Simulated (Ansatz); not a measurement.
Geometry optimisation, RKS PBE0-D4/6-31G in Ansatz.

input.yaml

```yaml
crystal:
  periodic: [false, false, false]
  atoms:
    - { symbol: O, position_ang: [-2.3678, 0.7788, -0.6478] }
    - { symbol: B, position_ang: [-0.9617, 0.865, -0.6129] }
    - { symbol: S, position_ang: [-0.1042, 2.516, -0.4206] }
    - { symbol: Si, position_ang: [0.1421, -0.7628, -0.7324] }
    - { symbol: Si, position_ang: [1.2779, -1.0195, 1.1158] }
    - { symbol: H, position_ang: [-2.638, 0.9282, -1.6222] }
    - { symbol: H, position_ang: [-0.0604, 2.4049, 0.9999] }
    - { symbol: H, position_ang: [-0.8074, -1.899, -0.8788] }
    - { symbol: H, position_ang: [0.9694, -0.6908, -1.8493] }
    - { symbol: H, position_ang: [2.0677, -2.2486, 1.0742] }
    - { symbol: H, position_ang: [0.3638, -1.0765, 2.3138] }
    - { symbol: H, position_ang: [2.1955, 0.1492, 1.2943] }
basis:
  gaussian: { orbitals: "6-31G" }
hamiltonian:
  xc: pbe0
  dispersion: d4
relax:
  f_tol: 0.015
  max_steps: 40
```

Launched with:

```bash
$ ansatz run input.yaml --threads 1 --pin off --max-ram 2048MiB --backend cpu --events-out ev --progress --plain --runs-dir out
```

Where does it end, and by what steps?

It converged. The force dipped under the threshold on the way, but the program's further checks kept it going. Limits of this set-up: no polarisation functions. After 17 steps the energy has fallen by 1.702 eV; H7 moved furthest, 1.03 Å.

```csv
step,energy less start (eV),largest force component (eV/Å),accepted
0,0.0000,2.468,yes
1,-0.5481,1.912,yes
2,-0.8408,1.375,yes
3,-1.1467,1.240,yes
4,-1.3340,0.829,yes
5,-1.4897,0.845,yes
6,-1.5478,0.815,yes
7,-1.6075,1.092,yes
8,-1.6797,0.377,yes
9,-1.6917,0.396,yes
10,-1.6983,0.055,yes
11,-1.7003,0.084,yes
12,-1.7011,0.114,yes
13,-1.7018,0.040,yes
14,-1.7019,0.016,yes
15,-1.7020,0.019,yes
16,-1.7020,0.010,yes
17,-1.7021,0.009,yes
```

```xyz
12
Properties=species:S:1:pos:R:3
O -2.380 0.706 -1.210
B -1.111 0.822 -0.711
S -0.559 2.468 -0.044
Si 0.080 -0.813 -0.747
Si 1.282 -1.010 1.272
H -2.990 1.464 -1.223
H 0.703 2.133 0.370
H -0.714 -2.064 -1.008
H 1.090 -0.667 -1.858
H 2.269 -2.144 1.235
H 0.355 -1.216 2.438
H 2.050 0.265 1.521
```

Time of the run: 2.8 min on 1 thread of Arm Neoverse N1, with other jobs on the host, peak memory 0.18 GiB.
